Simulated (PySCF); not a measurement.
Isomers of C4H7NOSi, one GFN2-xTB conformer each. Single-point energies are computed at PBE0/pcSseg-1 (PySCF, gas phase, no added dispersion term), electronic only.

Question: Rank them by PBE0/pcSseg-1 energy, lowest first (kJ/mol).
A. `[CH2:1]=[C:2]([SiH3:3])/[CH:4]=[N:5]/[CH:6]=[O:7]` with C1–C2–C4–N5 21°, C4–N5–C6–O7 -82°
B. `C[Si@@H]1OC[C@H]1C#N`
C. `[CH2:1]=[CH:2][CH2:3][O:4][SiH2:5][C:6]#[N:7]` with C1–C2–C3–O4 -1°, C2–C3–O4–Si5 157°, C3–O4–Si5–C6 62°
D. `[N:1]#[C:2][SiH2:3][O:4][CH:5]1[CH2:6][CH2:7]1` with C2–Si3–O4–C5 55°, Si3–O4–C5–C6 -53°
E. `C[Si@@H]1OC[C@@H]1C#N`
F. `[N:1]#[C:2][C@H:3]([SiH3:4])[CH2:5][CH:6]=[O:7]` with C2–C3–C5–C6 -167°, C3–C5–C6–O7 0°
G. `[CH:1]#[C:2]/[CH:3]=[N:4]\[SiH2:5][O:6][CH3:7]` with C3–N4–Si5–O6 129°, N4–Si5–O6–C7 53°
H. `Nc1coc([SiH3])c1`
I. `[N:1]#[C:2][C@@H:3]1[O:4][CH2:5][CH2:6][SiH2:7]1` with C2–C3–O4–C5 -78°, C3–O4–C5–C6 -52°, O4–C5–C6–Si7 34°, C5–C6–Si7–C3 -8°

Answer: E (0.0), B (1.6), C (59.5), D (74.8), H (98.1), I (109.7), F (111.7), A (179.3), G (182.9).

As drawn, the lowest has a four-membered ring, a C≡N group and an Si–C bond, which the highest lacks; the highest has a C≡C bond and a C=N bond, which the lowest lacks. Neighbours under 10 kJ/mol apart (C[Si@@H]1OC[C@@H]1C#N and C[Si@@H]1OC[C@H]1C#N; N#C[C@@H]1OCC[SiH2]1 and N#C[C@H]([SiH3])CC=O; C=C([SiH3])/C=N/C=O and C#C/C=N\[SiH2]OC) can change places with a better method, another conformer or zero-point energy. C[Si@@H]1OC[C@@H]1C#N and C[Si@@H]1OC[C@H]1C#N are stereoisomers, 1.6 kJ/mol apart in the conformers taken. GFN2-xTB itself gives, in the same order: 5.9, 6.7, 50.8, 9.3, 0.0, 91.9, 115.6, 129.6, 40.5. GFN2-xTB puts Nc1coc([SiH3])c1 lowest instead; measured from each level's own lowest isomer, the values differ by up to 142.4 kJ/mol (C#C/C=N\[SiH2]OC: 40.5 against 182.9).

Question: Which frontier levels, dipoles and rotational constants go with these structures?

Answer: 
```csv
SMILES,"HOMO (eV, PBE0/pcSseg-1)",LUMO (eV),dipole (D),"A, B, C (MHz)"
C[Si@@H]1OC[C@@H]1C#N,-8.29,-0.31,3.33,"3080, 1997, 1413"
C[Si@@H]1OC[C@H]1C#N,-8.24,-0.29,4.27,"3967, 1557, 1272"
C=CCO[SiH2]C#N,-7.78,-0.94,3.29,"5992, 975.1, 880.6"
N#C[SiH2]OC1CC1,-7.84,-0.88,3.19,"3304, 1676, 1262"
Nc1coc([SiH3])c1,-5.81,-0.02,2.21,"6721, 1258, 1073"
N#C[C@@H]1OCC[SiH2]1,-8.06,-0.06,4.12,"3344, 1955, 1550"
N#C[C@H]([SiH3])CC=O,-8.12,-1.24,3.12,"3106, 1552, 1130"
C=C([SiH3])/C=N/C=O,-7.41,-2.21,4.35,"5561, 925.8, 826.1"
C#C/C=N\[SiH2]OC,-7.39,-1.88,1.43,"6081, 1026, 953.9"
```

Question: As an exercise, what shares would exp(−E/RT) give at 1000 K from these electronic energies alone (no entropy, no degeneracies)?

Answer: RT = 8.314 kJ/mol: C[Si@@H]1OC[C@@H]1C#N 54.9 %, C[Si@@H]1OC[C@H]1C#N 45.1 %, C=CCO[SiH2]C#N under 0.1 %, N#C[SiH2]OC1CC1 under 0.1 %, Nc1coc([SiH3])c1 under 0.1 %, N#C[C@@H]1OCC[SiH2]1 under 0.1 %, N#C[C@H]([SiH3])CC=O under 0.1 %, C=C([SiH3])/C=N/C=O under 0.1 %, C#C/C=N\[SiH2]OC under 0.1 %.
